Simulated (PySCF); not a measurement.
# Nuclear quadrupole coupling in `CC(=O)[P@]1(=O)CCC=C1F`

Compound: C6H8FO2P.
Cartesian coordinates in Å at the GFN2-xTB level; atoms count from 1:
```xyz
18
C6H8FO2P angstrom
C      2.3188   -1.4869   -1.0887
C      1.1449   -1.1846   -0.2297
O      0.5436   -1.9436    0.4774
P      0.6348    0.6268   -0.3573
O      1.7564    1.5526   -0.5465
C     -0.5663    0.9403    1.0015
C     -1.9525    0.5566    0.4679
C     -1.9245    0.5844   -1.0293
C     -0.7214    0.6156   -1.5831
F     -0.4718    0.5964   -2.8982
H      3.1291   -0.8159   -0.8012
H      2.0600   -1.2421   -2.1208
H      2.6294   -2.5258   -1.0079
H     -0.5020    2.0104    1.2173
H     -0.3051    0.3926    1.9063
H     -2.7240    1.2287    0.8493
H     -2.2120   -0.4554    0.7904
H     -2.8462    0.5564   -1.5884
```

Field gradients from the PBE0/pcSseg-1 density (PySCF, non-relativistic), principal values in atomic units, ordered |Vxx| ≤ |Vyy| ≤ |Vzz|:

```
atom      Vxx      Vyy      Vzz
  O3   0.4193   1.5261  -1.9454
  O5  -0.3273  -0.5047   0.8319
```

Task: Find the asymmetry η = (Vxx − Vyy)/Vzz and the couplings χ = eQV/h (234.96 MHz × Q in barn × V in au), with Q(17O) = −0.0256 b.

Result: 
```json
{"atom": "O3", "environment": "carbonyl oxygen", "nucleus": "17O", "η": "0.57", "χzz (MHz)": "11.70", "χxx (MHz)": "-2.52", "χyy (MHz)": "-9.18"}
{"atom": "O5", "environment": "phosphoryl oxygen", "nucleus": "17O", "η": "0.21", "χzz (MHz)": "-5.00", "χxx (MHz)": "1.97", "χyy (MHz)": "3.04"}
```

Task: What is Vzz at O5 in SI units (1 au = 9.71736 × 10²¹ V/m²)?

Result: 0.8319 au = 8.084 × 10²¹ V/m².

Task: And the gradient at the other heavy atoms, for which no coupling is worked out here?

Result: 
```json
{"atom": "C1", "environment": "methyl carbon next to a carbonyl", "Vzz (au)": "-0.075", "η": "0.97"}
{"atom": "C2", "environment": "carbonyl carbon", "Vzz (au)": "0.553", "η": "0.16"}
{"atom": "P4", "environment": "phosphoryl phosphorus", "Vzz (au)": "-0.437", "η": "0.52"}
{"atom": "C6", "environment": "sp3 carbon bound to phosphorus", "Vzz (au)": "0.091", "η": "0.88"}
{"atom": "C7", "environment": "allylic carbon", "Vzz (au)": "-0.098", "η": "0.98"}
{"atom": "C8", "environment": "alkene CH carbon", "Vzz (au)": "0.299", "η": "0.30"}
{"atom": "C9", "environment": "vinylic C–F carbon", "Vzz (au)": "-0.412", "η": "0.91"}
{"atom": "F10", "environment": "vinyl fluorine", "Vzz (au)": "3.003", "η": "0.12"}
```

Task: What couplings would deuterons (Q(2H) = 0.00286 b) have in place of the hydrogens, at this geometry?

Result: 
| atom | bonded to | bond length (Å) | Vzz (au) | η | χzz (kHz) |
| --- | --- | --- | --- | --- | --- |
| H11 | C1 | 1.091 | 0.3019 | 0.04 | 203 |
| H12 | C1 | 1.092 | 0.3028 | 0.06 | 204 |
| H13 | C1 | 1.087 | 0.3124 | 0.01 | 210 |
| H14 | C6 | 1.094 | 0.3008 | 0.02 | 202 |
| H15 | C6 | 1.089 | 0.3089 | 0.03 | 208 |
| H16 | C7 | 1.092 | 0.3019 | 0.03 | 203 |
| H17 | C7 | 1.093 | 0.2970 | 0.02 | 200 |
| H18 | C8 | 1.078 | 0.3313 | 0.04 | 223 |

One conformer (not necessarily the lowest) at the GFN2-xTB geometry, without solvent, vibrations or thermal averaging. GFN2-xTB bond lengths can be off by several hundredths of an ångström, more for odd bonds, and the gradients follow them. These gradients aren't converged with respect to the basis.
